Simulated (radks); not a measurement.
Valence configurations of Cr I (all share [Ar]). Calculated with a radial shooting solver on a logarithmic mesh with Libxc functionals: Dirac Kohn-Sham, PBE, spin-unpolarised, spherical densities, finite nucleus; open shells are shared between the two j in proportion to 2j + 1; Fermi nuclear charge, rms radius 3.6452 fm. Order these by energy: 3d4 4s1 4p1; 3d4.5 4s1.5; 3d6; 3d5 4s0.5 4p0.5; 3d4.5 4s1 4p0.5; 3d5 4p1; 3d4 4s2; 3d5 4s1; 3d3 4s1 4p2; 3d5.5 4s0.5.

Answer. From the lowest, in eV above it: 3d4.5 4s1.5 0.000; 3d4 4s2 0.222; 3d5 4s1 0.322; 3d5.5 4s0.5 1.048; 3d4.5 4s1 4p0.5 1.647; 3d5 4s0.5 4p0.5 1.856; 3d6 2.053; 3d5 4p1 3.443; 3d4 4s1 4p1 3.828; 3d3 4s1 4p2 11.383. NIST lists [Ar] 3d5 4s1 as the ground configuration; this level of theory puts 3d4.5 4s1.5 lower, by 0.322 eV. The energies are those of spherical spin-averaged densities, not of single terms.
